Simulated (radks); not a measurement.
Task: Successive ionisation energies (eV) of one element, from differences of total energies of ions in their ground configurations, starting at charge 22: 659.46, 707.23, 756.19, 806.31, 857.59, 915.61, 969.50, 1024.5, 1080.6, 1137.7, 1196.0, 1475.3, 1531.2, 1587.7, 1644.8, 1702.5, 1760.8, 1847.1, 1907.4, 1968.3, 2029.7, 2265.4. Calculated with a radial shooting solver on a logarithmic mesh with Libxc functionals: Dirac Kohn-Sham, BLYP, spin-unpolarised, spherical densities, finite nucleus; open shells fill j = l - 1/2 first; Fermi nuclear charge, rms radius 5.4371 fm. Which element is it?

Result: Gold (Z = 79). The first species listed is Au22+ in [Kr] 4d10 4f11, the last Au43+ in [Kr].
